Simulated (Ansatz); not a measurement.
Start from `[CH3][Al]([CH3])[AlH][Cl]` and change one atom or group to get `[CH3][Al]([CH3])[TeH]`.

Ansatz, PBE0-D4/def2-TZVP geometries, multiplicity 1. Each molecule was computed in one conformer, which needn't be the lowest.

Elements past krypton have def2 core potentials.

| property | `[CH3][Al]([CH3])[AlH][Cl]` |
| --- | --- |
| HOMO–LUMO gap (PBE0/def2-TZVPP) / eV | 4.25 |
| size of the dipole moment (B3LYP/def2-TZVPP) / D | 2.51 |
| HOMO energy (ωB97M-V/def2-TZVPP) / eV | -8.63 |
| HOMO energy (PBE/def2-TZVPP) / eV | -5.67 |
| HOMO energy (PBE0/def2-TZVPP) / eV | -6.72 |
| LUMO energy (ωB97M-V/def2-TZVPP) / eV | -0.81 |

(1) What does the change do to each property? (Estimate.)

Results:

(1) Ansatz gave: 
```json
{"property": "HOMO–LUMO gap (PBE0/def2-TZVPP) / eV", "`[CH3][Al]([CH3])[TeH]`": "5.77", "shift": "1.52"}
{"property": "size of the dipole moment (B3LYP/def2-TZVPP) / D", "`[CH3][Al]([CH3])[TeH]`": "1.49", "shift": "-1.02"}
{"property": "HOMO energy (ωB97M-V/def2-TZVPP) / eV", "`[CH3][Al]([CH3])[TeH]`": "-8.57", "shift": "0.06"}
{"property": "HOMO energy (PBE/def2-TZVPP) / eV", "`[CH3][Al]([CH3])[TeH]`": "-5.55", "shift": "0.12"}
{"property": "HOMO energy (PBE0/def2-TZVPP) / eV", "`[CH3][Al]([CH3])[TeH]`": "-6.54", "shift": "0.18"}
{"property": "LUMO energy (ωB97M-V/def2-TZVPP) / eV", "`[CH3][Al]([CH3])[TeH]`": "0.84", "shift": "1.65"}
```

With PBE0 the HOMO rises by 0.18 eV and the LUMO rises by 1.71 eV, so the gap widens by about 1.53 eV. PBE moves the HOMO by 0.12 eV and ωB97M-V by 0.06 eV. Dipoles are sizes alone; their direction can turn.

B3LYP here is the variant with VWN-RPA as its local correlation; programs differ in this.

Spin–orbit coupling is left out; it splits and shifts lone-pair levels of the heavy atoms by tenths of an eV.
